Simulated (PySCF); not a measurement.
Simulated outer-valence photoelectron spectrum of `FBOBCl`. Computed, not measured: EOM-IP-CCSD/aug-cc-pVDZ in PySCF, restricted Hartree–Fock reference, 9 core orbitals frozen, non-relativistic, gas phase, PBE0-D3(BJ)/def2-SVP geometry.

Each root has a Gaussian of 0.5 eV full width with its one-hole share as area; cross sections and vibrations are left out, and the highest printed point is 100.

ionisation energy (eV), intensity and a bar:
```
     11.2          0 
     11.4          3 #
     11.6         22 ######
     11.8         61 ##################
     12.0         93 ############################
     12.2        100 ##############################
     12.4         93 ############################
     12.6         68 ####################
     12.8         28 ########
     13.0          6 ##
     13.2          6 ##
     13.4         29 #########
     13.6         57 #################
     13.8         47 ##############
     14.0         16 #####
     14.2          4 #
     14.4         15 #####
     14.6         46 ##############
     14.8         57 #################
     15.0         30 #########
     15.2         11 ###
     15.4         25 #######
     15.6         54 ################
     15.8         51 ###############
     16.0         25 #######
     16.2         31 #########
     16.4         58 #################
     16.6         59 ##################
     16.8         58 #################
     17.0         60 ##################
     17.2         33 ##########
     17.4          8 ##
     17.6          1
```

Question: Where are the maxima, and how many lines lie under the curve?

Answer: 6 maxima, at 12.2, 13.7, 14.8, 15.7, 16.5 and 16.9 eV, from 8 lines. At this width some lines have no maximum of their own.

Question: List the lines with their holes.

Answer: 
```tsv
E (eV)	leading hole (HF orbital)	area	Koopmans (eV)
11.91	HOMO	0.96	12.63
12.21	HOMO-1	0.95	13.03
12.53	HOMO-2	0.95	13.67
13.66	HOMO-3	0.95	14.64
14.75	HOMO-4	0.94	16.63
15.68	HOMO-5	0.94	17.32
16.46	HOMO-6	0.94	17.76
16.97	HOMO-7	0.94	18.98
```

The widest gap, 1.13 eV, lies between 12.53 and 13.66 eV. Only orbitals with −ε under 21 eV, eight at most, were ionised, so the high end of the curve may lack lines.

The run took 2.6 min of wall time on one thread of an Arm Neoverse V2, on a shared host, and the process peaked at 2.4 GiB of memory.
